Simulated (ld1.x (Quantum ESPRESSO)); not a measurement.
O (Z = 8): one change to a TM potential, before and after

ld1.x (Quantum ESPRESSO) 7.5 input, shortened:

```
&input
   title='O', zed=8., rel=0, dft='BLYP', iswitch=3,
   config='[He] 2s1.5 2p4.5'
 /
 &inputp
   pseudotype=2, tm=.true., lloc=-2, rcloc=0.60,
   nlcc=.true., new_core_ps=.true., rcore=0.45
 /
2
2S  1  0   1.50   0.00  0.70  0.70  0.0
2P  2  1   4.50   0.00  1.00  1.00  0.0
 &test
   configts(1)='2s1.5 2p4.5'
 /
```

All-electron outer shells of the reference configuration (BLYP, non-relativistic, ld1.x):

```json
{"shell": "2s", "level (eV)": "-24.01", "outermost node (bohr)": "0.28", "outermost maximum (bohr)": "0.87"}
{"shell": "2p", "level (eV)": "-9.23", "outermost node (bohr)": "–", "outermost maximum (bohr)": "0.82"}
```

Change: core correction none.

Cutoffs: the cutoffs (Ry, on a coarse ladder) from which the occupation-weighted sum of valence levels, in a spherical-Bessel basis at the reference potential, stays within 10 and 1 mRy of its value at 400 Ry; they do not see the model core or the augmentation charge, which bear on the density cutoff. Errors are all-electron minus pseudo energies relative to the spin-unpolarised reference configuration.

Task: Predict the effect on cutoff, ghosts and configuration errors.

Result: The potential gets neither clearly harder nor softer (120 Ry and 200 Ry → 120 Ry and 200 Ry); of the 7 tests that both files solve, the error grows in 7 and shrinks in 0 by more than 15 % and 0.3 meV (median size 8.6 → 14.2 meV); neither file shows a bound ghost. Exchange and correlation are not linear in the density, so unscreening with the valence charge alone errs where core and valence overlap; a model core restores that term.

```csv
quantity,base,changed
"cutoff, loose",120 Ry,120 Ry
"cutoff, tight",200 Ry,200 Ry
bound ghosts,none,none
"error for 2s2 2p4, meV [ΔE -7.38 eV]",+2.2,+4.1
"error for 2s2 2p3, meV [ΔE 9.05 eV]",+8.6,+14
"error for 2s2 2p2, meV [ΔE 42.67 eV]",+41,+65
"error for 2s2 2p1, meV [ΔE 96.61 eV]",+164,+263
"error for 2s2 2p3.5, meV [ΔE -1.10 eV]",+4.1,+7.1
"error for 2s1 2p5, meV [ΔE 7.39 eV]",+2.4,+4.1
"error for 2s0 2p6, meV [ΔE 22.22 eV]",+22,+32
s: phases at 1.09 bohr within 0.05 rad from the reference energy up to (Ry; the scan ends near 5),to the end of the scan,to the end of the scan
p: phases at 1.09 bohr within 0.05 rad from the reference energy up to (Ry; the scan ends near 5),to the end of the scan,to the end of the scan
```
